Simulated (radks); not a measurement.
Charge is removed step by step from the 5p down level of the europium ion Eu2+, starting from [Kr] 4d10 4f7 5s2 5p(up 3, down 3). Method: scalar-relativistic Kohn-Sham, r2SCAN, spin-polarised, spherical densities, finite nucleus; open shells are filled with parallel spins first (spin-orbit coupling, left out, can overturn this in heavy ions); meta-GGA in the generalised Kohn-Sham scheme; Fermi nuclear charge, rms radius 5.1115 fm; computed with a radial shooting solver on a logarithmic mesh with Libxc functionals.

| removed (e) | E - E(0) (eV) | eigenvalue (eV) | E minus straight line (eV) |
|---|---|---|---|
| 0 | 0.000 | -36.159 | 0.000 |
| 0.1 | 3.671 | -37.316 | -0.528 |
| 0.2 | 7.458 | -38.478 | -0.939 |
| 0.3 | 11.362 | -39.647 | -1.235 |
| 0.4 | 15.383 | -40.820 | -1.413 |
| 0.5 | 19.521 | -41.998 | -1.474 |
| 0.6 | 23.778 | -43.179 | -1.416 |
| 0.7 | 28.152 | -44.365 | -1.241 |
| 0.8 | 32.646 | -45.555 | -0.946 |
| 0.9 | 37.258 | -46.747 | -0.533 |
| 1 | 41.990 | -47.943 | 0.000 |

Removing the whole electron costs 41.990 eV by Delta-SCF, against 36.159 eV from minus the eigenvalue at the starting occupation. Slater's transition state (half an electron removed) gives 41.998 eV. Integrating minus the eigenvalue over the occupation (Janak's theorem) gives 42.015 eV. In this scalar-relativistic scheme the density is built from large components alone, so the theorem holds only approximately. The mean slope of the eigenvalue, de/dn, is 11.8 eV per electron.
